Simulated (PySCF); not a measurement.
Spin-state energies of [Cr(H2O)5]2+

The complex [Cr(H2O)5]2+ (charge +2) contains Cr(II), shell d4. The structure is a PBE0-D3(BJ)/def2-SVP, IEF-PCM water geometry optimised for multiplicity 5; coordination square pyramidal, point group C1, metal–donor distances 2.04–2.25 Å.

```
16

Cr    0.000    0.000    0.000
O     2.037   -0.047   -0.120
H     2.462   -0.852   -0.451
H     2.528    0.699   -0.498
O    -2.038    0.023   -0.129
H    -2.557   -0.693    0.270
H    -2.493    0.848    0.100
O     0.024   -2.051   -0.022
H    -0.494   -2.563   -0.662
H    -0.114   -2.475    0.840
O    -0.045    2.041   -0.159
H     0.449    2.587    0.471
H     0.022    2.483   -1.019
O     0.004   -0.154    2.246
H     0.806    0.041    2.750
H    -0.721    0.214    2.769
```

Method (PySCF 2.14, density fitting): CASSCF(4,5) with orbitals averaged over all microstates of the shell, strongly contracted NEVPT2 on the averaged canonical orbitals; basis x2c-TZVPall on the metal, x2c-SVPall elsewhere; spin-free X2C; IEF-PCM water; spin-orbit coupling by state interaction with the mean-field operator over all roots.

The unrestricted Kohn–Sham energies use the same basis, Hamiltonian, solvent and geometry. All energies are vertical, in cm⁻¹ above the lowest state with 2S+1 = 5; a negative value means that the lower spin is more stable. A dash marks a spin without a sound unrestricted solution.

```
method  2S+1 = 3  2S+1 = 1
  BP86     11751         –
 TPSSh     11650         –
 B3LYP     11890         –
  PBE0     13982         –
```

(1) What do CASSCF and NEVPT2 in the d shell give?

(2) How does exact exchange act on the 2S+1 = 3 state?

The functionals differ in more than their exact exchange.

The active space of the d orbitals alone lacks metal–ligand bonding pairs, which usually tilts NEVPT2 towards high spin.

The geometry optimisation stopped short of its thresholds.

Answers

(1) 
```
method  2S+1 = 3  2S+1 = 1
CASSCF     17134     26734
NEVPT2     15282     24366
```

(2) From BP86 (0 % exact exchange) to PBE0 (25 %) it moves by +2231 cm⁻¹ against the high-spin state, though the functionals between don't follow in order.
